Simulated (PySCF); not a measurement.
Run record for `[SiH3]P([SiH3])[SiH3]`: HCTH407/cc-pVDZ, fitting basis def2-qzvpp-jkfit, full TDDFT, 3 singlets.

Method: TDDFT HCTH407/cc-pVDZ, vertical, gas phase, core orbitals frozen in the response (PySCF 2.14.0, density-fitted response routines). Geometry: GFN2-xTB. The command runs a driver script over a list of jobs; the input below is this job's line of settings and its coordinates in Å.

Command:
```bash
OMP_NUM_THREADS=1 python probes_run.py task.json out
```

Input:
```
{"job": {"kind": "uv", "xc": "HCTH407", "basis": "cc-pVDZ", "nstates": 3, "ntriplets": 0, "tda": false, "scf": {"aux": "def2-qzvpp-jkfit"}}, "charge": 0, "multiplicity": 1}
Si    -0.671970     1.766937    -0.563952
P      0.240310    -0.233725    -0.887914
Si     1.928357    -0.220471     0.557567
Si    -1.219318    -1.583741     0.105421
H      0.297337     2.753134    -1.034811
H     -0.989084     2.022638     0.844506
H     -1.898580     1.803178    -1.356099
H      2.884773     0.775302     0.080291
H      2.504783    -1.562741     0.544657
H      1.505281     0.118891     1.919846
H     -0.630898    -2.920752     0.095202
H     -2.445502    -1.533709    -0.687051
H     -1.509878    -1.184454     1.486016
```

Problem. What does the run print?

Solution. 
```
final grid: 96056 points
cycle   1  E = -1215.3675552175  dE = -5.962e-02  |g| = 2.098e-01  |ddm| = 6.534e+00
cycle   2  E = -1215.3684807031  dE = -9.255e-04  |g| = 2.115e-01  |ddm| = 1.546e+00
cycle   3  E = -1215.3839720312  dE = -1.549e-02  |g| = 6.956e-02  |ddm| = 7.192e-01
cycle   4  E = -1215.3860394669  dE = -2.067e-03  |g| = 7.120e-03  |ddm| = 1.854e-01
cycle   5  E = -1215.3860608682  dE = -2.140e-05  |g| = 2.581e-03  |ddm| = 2.137e-02
cycle   6  E = -1215.3860636768  dE = -2.809e-06  |g| = 6.161e-04  |ddm| = 6.455e-03
cycle   7  E = -1215.3860638348  dE = -1.580e-07  |g| = 1.213e-04  |ddm| = 2.048e-03
cycle   8  E = -1215.3860638404  dE = -5.566e-09  |g| = 1.442e-05  |ddm| = 4.833e-04
cycle   9  E = -1215.3860638405  dE = -9.732e-11  |g| = 1.277e-06  |ddm| = 5.130e-05
converged SCF energy = -1215.3860638405

Static polarisability (au): isotropic 102.233, principal 82.891 111.899 111.910

Singlet excitations
state   eV       nm        f      main configurations
  1   5.4612    227.0   0.01330   H->L 0.99
  2   5.5795    222.2   0.00009   H->L+1 0.99
  3   5.5806    222.2   0.00010   H->L+2 0.99
```

H and L stand for HOMO and LUMO; the number after each pair is its weight.

Problem. How does the lowest singlet excitation compare with the HOMO–LUMO gap?

Solution. HOMO -6.05 eV and LUMO -0.71 eV give a gap of 5.34 eV; S1 at 5.46 eV lies 0.12 eV above it.

Problem. Which computed singlet has the largest oscillator strength, and what do all of them sum to?

Solution. State 1 at 5.46 eV (227 nm), f = 0.013; the 3 states sum to 0.013.

In short: SCF converged in 9 cycles with 117 basis and 674 fitting functions; HOMO -6.05 eV, LUMO -0.71 eV; lowest singlet 5.46 eV; mean polarisability 102.2 au.

The run took 8.6 s on one thread of an Arm Neoverse V2, on a shared host, and the process peaked at 0.51 GiB of memory.
